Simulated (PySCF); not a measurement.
## Chromium: a sound run and one with changed settings

Sound run: Cr [Ar] 3d5 4s1, Cr⁺ [Ar] 3d5. All numbers are calculated (PySCF 2.14, the non-relativistic Hamiltonian (point nucleus), in 6-31G*). In the sound run the correlated levels freeze [Ar]. The sound run starts from symmetry-adapted Hartree-Fock orbitals and uses a fine grid where one is needed.

Changed run: initial guess minao, at most 50 SCF cycles.

```tsv
species	method	sound run (hartree)	changed run (hartree)	converged
Cr	UHF	-1043.18943	-1043.18943	yes
Cr	PBE	-1044.01508	-1044.01508	yes
Cr	TPSS	-1044.27852	-1044.27852	yes
Cr	MP2	-1043.24531	-1043.24531	yes
Cr⁺	UHF	-1042.98882	-1042.97846	yes
Cr⁺	PBE	-1043.78077	-1043.71662	no
Cr⁺	TPSS	-1044.05290	-1044.05946	yes
```

The plain start fixes occupations by D2h representation alone, and Cr⁺ at UHF, Cr⁺ at TPSS landed in another state (other ⟨L²⟩ or ⟨S²⟩).
